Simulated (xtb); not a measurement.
xtb input:

```bash
xtb mol.xyz --gfnff --opt tight --chrg 0 --uhf 0
```
mol.xyz:
```
4

B     -0.00550880     0.35701391     0.00372304
F     -0.02578450     1.67103857     0.01742605
Cl    -1.51690204    -0.51801619    -0.03810396
Cl     1.53217289    -0.47165538     0.02778339
```

Question: Which total energy does the run end on?

Answer: -0.22552 Eh (GFN-FF).
